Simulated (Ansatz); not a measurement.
Start from `[F][Al]([SiH3])[SH]` and change one atom or group to get `C[S][Al]([F])[SiH3]`.

Ansatz, PBE0-D4/def2-TZVP geometries, multiplicity 1. Each molecule was computed in one conformer, which needn't be the lowest.

```json
{"property": "HOMO–LUMO gap (PBE0/def2-TZVPP) / eV", "`[F][Al]([SiH3])[SH]`": "6.51"}
{"property": "size of the dipole moment (PBE/def2-TZVPP) / D", "`[F][Al]([SiH3])[SH]`": "0.52"}
{"property": "LUMO energy (ωB97M-V/def2-TZVPP) / eV", "`[F][Al]([SiH3])[SH]`": "0.21"}
{"property": "size of the dipole moment (B3LYP/def2-TZVPP) / D", "`[F][Al]([SiH3])[SH]`": "0.55"}
{"property": "HOMO–LUMO gap (PBE/def2-TZVPP) / eV", "`[F][Al]([SiH3])[SH]`": "4.57"}
{"property": "LUMO energy (B3LYP/def2-TZVPP) / eV", "`[F][Al]([SiH3])[SH]`": "-1.65"}
```

(1) What does the change do to each property? (Estimate.)

Results:

(1) The calculation gave: 
```csv
property,`C[S][Al]([F])[SiH3]`,shift
HOMO–LUMO gap (PBE0/def2-TZVPP) / eV,5.96,-0.55
size of the dipole moment (PBE/def2-TZVPP) / D,2.64,2.12
LUMO energy (ωB97M-V/def2-TZVPP) / eV,0.26,0.05
size of the dipole moment (B3LYP/def2-TZVPP) / D,2.67,2.12
HOMO–LUMO gap (PBE/def2-TZVPP) / eV,4.07,-0.50
LUMO energy (B3LYP/def2-TZVPP) / eV,-1.58,0.07
```

With PBE0 the HOMO rises by 0.62 eV and the LUMO rises by 0.07 eV, so the gap narrows by about 0.55 eV. PBE moves the HOMO by 0.58 eV and ωB97M-V by 0.55 eV. Dipoles are sizes alone; their direction can turn.

B3LYP here is the variant with VWN-RPA as its local correlation; programs differ in this.
